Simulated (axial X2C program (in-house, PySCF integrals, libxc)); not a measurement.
**FeBr⁺: from the spin-free to the two-component result**

All values were computed with an axial X2C code built on PySCF integrals. Spin-free means the one-electron spin-free X2C Hamiltonian; two-component (2c) means X2C with spin–orbit coupling and atomic mean-field two-electron Coulomb and Gaunt terms, so the difference of the two also holds small scalar two-electron terms. Basis: Br dyall-cv3z [8s9p6d4f1g], Fe dyall-cv3z [9s10p6d3f2g] (cores contracted in-house); Gaussian nuclei, density fitting, unrestricted open shells. Masses: Br 78.918 u, Fe 55.935 u.

Spin-free state: M_S = 2, Λ = 2 (beyond evenly filled blocks: σα, π+α, π-α, δ+α, δ+β, δ-α); fragments Br + Fe+.

```tsv
level	Re (Å)	ωe (cm⁻¹)	De (eV)	μ (D)
PBE0	2.182	378.0	2.818	7.25
PBE	2.177	365.3	3.449	5.96
```

Dipoles are positive if Fe is the positive end and refer to the centre of mass.

Two-component determinant lowest at the distance of the search:

Ω = 4 (⟨Sz⟩ = 2.00, ⟨Lz⟩ = 2.00 at PBE0); fragments Br + Fe+.

```
level  Re (Å)  ωe (cm⁻¹)  μ (D)
 PBE0   2.184      376.8   7.24
  PBE   2.179      364.0   5.95
```

Problem. From the two tables, how do the constants change at the PBE0 level (2c against spin-free)?

Solution. At the PBE0 level Re rises by 0.002 Å and ωe drops by 1.2 cm⁻¹.

One determinant describes the state; a PBE0 search over occupations chose it and may have missed a lower one. De is counted from the lowest determinant-based energies of the atoms at the same level, without counterpoise correction. De is not given where an atomic determinant may have missed its ground term or J level, or where the truncated virtual space spoils (T). Density functionals use the spin component along the axis (collinear). PBE0 can misorder states that lie within some tenths of an eV, so this need not be the ground state of the molecule. The nearest other spin-free determinant of the search, M_S = 2, Λ = 1, lies 0.17 eV up at the distance of the search. The functionals have no current-density term, which raises determinants with orbital currents, atoms included. With several unpaired electrons one determinant need not be a pure state. Open-shell Ω = 0 determinants with evenly filled partner blocks cannot be reached by this program, so the Ω shown need not be the lowest component. At some level and bond length an empty orbital lies below a filled one.
